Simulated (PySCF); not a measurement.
## Ar⁺ (argon, charge +1) across methods

[Ne] 3s2 3p5, 2P determinant. Computed with PySCF 2.14 in aug-cc-pVDZ-DK (5s4p2d, 27 functions), with the spin-free X2C one-electron Hamiltonian (Gaussian nucleus).

| method | E (hartree) | mean ε 3s β (eV) | mean ε 3p α (eV) | mean ε 3p β (eV) | Σ⟨r²⟩ (bohr²) | ⟨S²⟩ |
| --- | --- | --- | --- | --- | --- | --- |
| PBE0 | -528.6060 | -38.538 | -24.517 | -23.301 | 20.14 | 0.752 |
| UHF | -528.06823 | -45.008 | -29.147 | -27.567 | 20.27 | 0.756 |
| PBE | -528.5657 | -35.965 | -22.636 | -21.511 | 20.18 | 0.752 |
| r2SCAN | -528.7293 | -36.676 | -23.215 | -21.965 | 20.15 | 0.753 |
| r2SCANh | -528.7288 | -37.593 | -23.889 | -22.618 | 20.15 | 0.753 |
| HSE06 | -528.6263 | -38.120 | -24.091 | -22.882 | 20.14 | 0.752 |
| B3LYP | -528.7821 | -38.074 | -24.123 | -22.984 | 20.19 | 0.752 |
| M06-2X | -528.7656 | -40.622 | -26.133 | -24.911 | 20.17 | 0.752 |

(1) Estimate the same row for LDA.

## Answers

(1) E (hartree) = -527.1233; mean ε 3s β (eV) = -36.047; mean ε 3p α (eV) = -22.682; mean ε 3p β (eV) = -21.562; Σ⟨r²⟩ (bohr²) = 20.22; ⟨S²⟩ = 0.751.
